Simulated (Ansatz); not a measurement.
The first iterations of a band of CH6SeSi (9 atoms, charge 0, multiplicity 1).

Level of theory: Ansatz, RKS PBE-D4/def2-SVP.

- movable images: 4
- climbing image: no
- spring: 5.0 eV/Å²
- optimiser: quadratic models (default)
- start path: through a guess of the saddle point
- force threshold: 0.03 eV/Å
- iteration limit: 60
- end points: relaxed

First end point:

```xyz
9
Properties=species:S:1:pos:R:3
C -0.869 0.613 -0.599
Si 0.490 -0.631 -0.195
Se 1.854 0.074 1.528
H -1.473 0.257 -1.460
H -0.433 1.598 -0.854
H -1.549 0.748 0.266
H 1.444 -0.793 -1.346
H -0.116 -1.972 0.131
H 0.741 0.059 2.513
```

Last end point:

```xyz
9
Properties=species:S:1:pos:R:3
C -0.996 0.815 -0.764
Si -0.442 -1.030 -0.446
Se 1.352 -0.273 1.257
H -1.498 0.800 -1.758
H -0.201 1.589 -0.821
H -1.766 1.144 -0.035
H 0.835 -0.962 -1.340
H 2.081 -1.568 1.308
H 0.723 -0.562 2.582
```

| iteration | highest image above the first end (eV) | largest band force component (eV/Å) |
| --- | --- | --- |
| 1 | 3.892 | 3.188 |
| 2 | 2.891 | 1.635 |
| 3 | 2.592 | 0.543 |

Question: Does the band converge within its limit, and where does its top end?

Answer: The run converged. It ended after 9 iterations with the highest image 2.465 eV above the first end. Neighbouring images differ by up to 1.3 eV, so the band resolves the path poorly. No image climbed, so the highest image needn't sit at the top of the path. The orbitals stay closed-shell, which can raise the energy where a bond breaks towards radicals; this wasn't checked here.

Run time: 23 s on 2 threads of AMD EPYC 9R45 96-Core Processor (Zen 5), with other jobs on the host, peak memory 0.15 GiB.
